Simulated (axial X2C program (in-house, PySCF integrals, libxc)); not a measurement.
## Low determinants of ZrGe at the PBE0 level, with spin–orbit coupling

Computed with an axial X2C code built on PySCF integrals. Two-component (2c) means X2C with spin–orbit coupling and atomic mean-field two-electron Coulomb and Gaunt terms. Basis: Zr dyall-cv3z [11s12p9d6f3g], Ge dyall-cv3z [9s9p7d4f1g] (cores contracted in-house); Gaussian nuclei, density fitting, unrestricted open shells. Masses: Zr 89.905 u, Ge 73.921 u.

Search at 2.605 Å (vertical energies from the lowest determinant):

```csv
ΔE (eV),state,electrons beyond evenly filled partner blocks,"electrons in ±ω = 1/2, 3/2, 5/2, 7/2"
0.00,Ω = 4,"ω = 3/2, ω = 5/2",48 19 5 0
0.36,Ω = 2,"ω = 1/2, ω = 3/2",49 19 4 0
0.44,Ω = 1,"ω = -1/2, ω = 3/2",49 19 4 0
0.46,Ω = 1,2 × ω = 1/2,48 20 4 0
0.51,Ω = 2,"ω = 1/2, ω = 3/2",47 21 4 0
0.54,Ω = 5,"2 × ω = 1/2, ω = 3/2, ω = 5/2",48 19 5 0
0.57,Ω = 1,"ω = -3/2, ω = 5/2",48 19 5 0
```

Lowest determinant, Ω = 4 (⟨Sz⟩ = 2.00, ⟨Lz⟩ = 2.00 at PBE0): Re = 2.570 Å, ωe = 260.1 cm⁻¹.

The determinant in row 2 of the search, Ω = 2 (⟨Sz⟩ = 1.00, ⟨Lz⟩ = 1.00 at PBE0), was followed along the bond at PBE0; measured from the minimum of the lowest determinant it gives:

Te = 0.226 eV (1824 cm⁻¹), Re = 2.439 Å, ωe = 302.0 cm⁻¹.

Problem. Compare the bond of the determinant in row 2 with that of the lowest one.

Solution. At PBE0 its Re is 0.131 Å shorter and its force constant, which goes as ωe², is 1.35 times that of the lowest determinant. T0 ≈ Te + Δωe/2 = 1824 + (21) = 1845 cm⁻¹.

The search compares states at one distance, so a state with another bond length can lie lower; it is not exhaustive and yields mostly the lowest determinant of each block pattern, so other components and higher states of one pattern are missing. These are energies of single determinants, not of spin-adapted states; PBE0 term energies can be off by some tenths of an eV, and the functional has no current term. Open-shell Ω = 0 determinants with evenly filled partner blocks cannot be reached by this program, so the Ω shown need not be the lowest component. The lowest determinant need not be the ground state where others lie within half an eV.
